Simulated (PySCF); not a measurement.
I⁴⁹⁺ (iodine, charge +49): Hartree-Fock from Schrödinger to Dirac-Coulomb-Breit

Occupied: 1s1/2, 2s1/2. Hartree-Fock calculated with PySCF 2.14 in an uncontracted even-tempered set (16 s from 9.2 bohr⁻², ratio 2.7; 12 p from 11 bohr⁻², ratio 2.7), Gaussian nucleus throughout. NR is non-relativistic, sf-X2C the spin-free one-electron X2C Hamiltonian, X2C adds the bare one-electron spin-orbit term, X2C-SNSO screens it by Boettger's factors, DC is four-component Dirac-Coulomb, and the Gaunt and Breit terms are added at first order (total energies over the DC spinors, levels after relaxing the spinors in that mean field). QED terms are absent. Levels marked empty are virtual spinors of this ion.

| Hamiltonian | E (hartree) |
| --- | --- |
| NR | -3428.6414 |
| sf-X2C | -3571.2478 |
| X2C | -3571.2478 |
| X2C-SNSO | -3571.2478 |
| DC | -3572.4690 |
| DC+Gaunt | -3569.9516 |
| DC+Breit | -3570.0030 |

```
   level (eV)        NR    sf-X2C       X2C  X2C-SNSO        DC  DC+Gaunt  DC+Breit
        1s1/2  -36762.4  -38185.3  -38185.3  -38185.3  -38214.8  -38154.3  -38155.0
        2s1/2   -8775.9   -9205.0   -9205.0   -9205.0   -9208.2   -9201.3   -9201.9
2p1/2 (empty)   -8477.1   -8640.3   -8882.8   -8872.8   -8875.8   -8863.0   -8864.8
2p3/2 (empty)   -8477.1   -8640.3   -8533.0   -8536.9   -8537.5   -8530.3   -8532.1
3s1/2 (empty)   -3737.7   -3883.2   -3883.2   -3883.2   -3884.0   -3882.1   -3882.4
```

**Question.** How large are the two-electron picture-change error of X2C and the Breit correction in the total energy?

**Answer.** X2C-1e lies 1.2211 hartree above Dirac-Coulomb; Gaunt adds 2.5174 and the full Breit term 2.4659 hartree.

```csv
interval (eV),X2C,X2C-SNSO,DC,DC+Gaunt,DC+Breit
2p3/2 − 2p1/2,349.8,335.9,338.3,332.7,332.7
```

Weight of the small component: 1s1/2 0.0384, 2s1/2 0.00915, 2p1/2 0.00901, 2p3/2 0.00865, 3s1/2 0.00387.

Koopmans' value for the highest occupied level at DC+Breit: 9201.9 eV, against an ionisation energy of 9196 ± 4 eV (theoretical estimate listed by NIST; NIST Atomic Spectra Database, ionization energies); the former lacks relaxation, correlation, QED and recoil.

The whole ladder took 55 s of wall time on 1 thread of Neoverse-N1 (shared host), launched as `OMP_NUM_THREADS=1 python relrun2.py TASK.json OUT` (a driver that calls PySCF for each Hamiltonian).
